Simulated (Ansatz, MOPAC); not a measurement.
System: C₃H₃N₂, net charge 0, doublet state. SMILES: n1[nH][c]cc1
Geometry: optimised at B3LYP-D3(BJ)/def2-TZVP (Ansatz, an electronic-structure program).

Property: enthalpy of formation at 298 K, in kcal/mol. Conventions: dispersion terms only where a functional's name holds one; non-relativistic; six Cartesian d functions in 6-31G* and its kin unless marked 5d; open shells spin-unrestricted; LANL2DZ all-electron up to Ne; frozen cores in correlated levels; no spin-orbit coupling. Ab initio and DFT rows: single points at B3LYP-D3(BJ) geometries (Ansatz), with unscaled harmonic terms from B3LYP/6-31G* (Ansatz) at its own minima, enthalpies of formation by atomisation with measured atoms. Semi-empirical rows: MOPAC heats of formation at their own minima for 298 K. A UHF reference is markedly spin-contaminated in at least one set, which strains HF and MP2.

```json
[
 {"level": "MNDO", "program": "MOPAC", "enthalpy of formation at 298 K (kcal/mol)": "109.6"},
 {"level": "PBE/LANL2DZ", "program": "Ansatz", "enthalpy of formation at 298 K (kcal/mol)": "113.5"},
 {"level": "PBE/def2-SVP", "program": "Ansatz", "enthalpy of formation at 298 K (kcal/mol)": "48.9"},
 {"level": "B3LYP/3-21G", "program": "Ansatz", "enthalpy of formation at 298 K (kcal/mol)": "152.7"},
 {"level": "B3LYP/6-31+G*", "program": "Ansatz", "enthalpy of formation at 298 K (kcal/mol)": "119.4"},
 {"level": "MP2/LANL2DZ", "program": "Ansatz", "enthalpy of formation at 298 K (kcal/mol)": "283.8"},
 {"level": "PBE/def2-TZVPD", "program": "Ansatz", "enthalpy of formation at 298 K (kcal/mol)": "60.6"},
 {"level": "PBE0/def2-TZVPD", "program": "Ansatz", "enthalpy of formation at 298 K (kcal/mol)": "92.7"},
 {"level": "B2PLYP-D3(BJ)/def2-TZVPD", "program": "Ansatz + dftd3", "enthalpy of formation at 298 K (kcal/mol)": "111.8"}
]
```

No value to compare with is used here. The 6 habitual levels span 48.9 (PBE/def2-SVP) to 283.8 kcal/mol (MP2/LANL2DZ); PBE/def2-TZVPD gives 60.6.

The levels are drawn from those run, B3LYP/6-31G* more often than the rest, none by its result; left out are runs that failed, that the program found above a lower state of the same kind, or whose <S^2> lies over 0.5 above the pure value.
